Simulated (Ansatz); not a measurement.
`BCBF` + H₂Se → `FB[SeH]` + `BC` at 600 K and 1 bar (ligand exchange at a B–C bond).

Calculated with Ansatz (gas phase, PBE0-D4/def2-TZVP geometries, no zero-point term in ΔE). CCSD(T)/CBS adds triple-zeta CCSD(T) − MP2 to the extrapolated MP2 energy (def2 sets, frozen cores). This one scheme is used for every species. For Se outer-core shells are correlated without core-valence functions, which leaves a few kJ/mol of doubt a bond. Scalar relativity is left out up to krypton. Each species was taken in one conformer, which may not be the lowest.

```json
{"species": "`BCBF`", "CCSD(T)/CBS energy (Eh)": "-190.47993", "H − E (kJ/mol)": "213.8", "S (J/(mol·K))": "378.0"}
{"species": "H₂Se", "CCSD(T)/CBS energy (Eh)": "-2401.89790", "H − E (kJ/mol)": "57.0", "S (J/(mol·K))": "244.8"}
{"species": "`FB[SeH]`", "CCSD(T)/CBS energy (Eh)": "-2526.56401", "H − E (kJ/mol)": "96.0", "S (J/(mol·K))": "329.4"}
{"species": "`BC`", "CCSD(T)/CBS energy (Eh)": "-65.83255", "H − E (kJ/mol)": "180.5", "S (J/(mol·K))": "296.9"}
```

H − E and S are ideal-gas, rigid-rotor, harmonic terms from PBE0-D4/def2-TZVP, for one conformer and one mirror image of each species. 1 Eh = 2625.50 kJ/mol, R = 8.31446 J/(mol·K).

Problem. By hand: ΔE, ΔH, ΔS and ΔG.

Solution. ΔE = (-2526.56401) + (-65.83255) − (-190.47993) − (-2401.89790) = -0.01873 Eh = -49.2 kJ/mol. Δ(H − E) = 96.0 + 180.5 − 213.8 − 57.0 = 5.7, so ΔH = -43.5 kJ/mol. ΔS = 329.4 + 296.9 − 378.0 − 244.8 = 3.5 J/(mol·K). ΔG = -43.5 − 600 × (3.5)/1000 = -45.6 kJ/mol.

Problem. By hand: the equilibrium constant, and the temperature at which ΔG would vanish if ΔH and ΔS stayed fixed.

Solution. log₁₀ K = −ΔG/(RT ln 10) = 4.0. ΔH and −TΔS have one sign here, so there is no such temperature. One of them is within its doubt of zero, so this could turn.

The number of gas molecules stays the same, so ΔS is small and ΔH decides. A doubt of 5 kJ/mol in ΔE shifts log₁₀ K by 0.4 here. Other conformers and mirror images would add mixing entropy, several J/(mol·K) or more a flexible species. These are equilibria of isolated gas molecules and say nothing of rates. Largest T1 diagnostic: 0.013 (customary marks: 0.02 for closed shells, 0.045 for open ones).
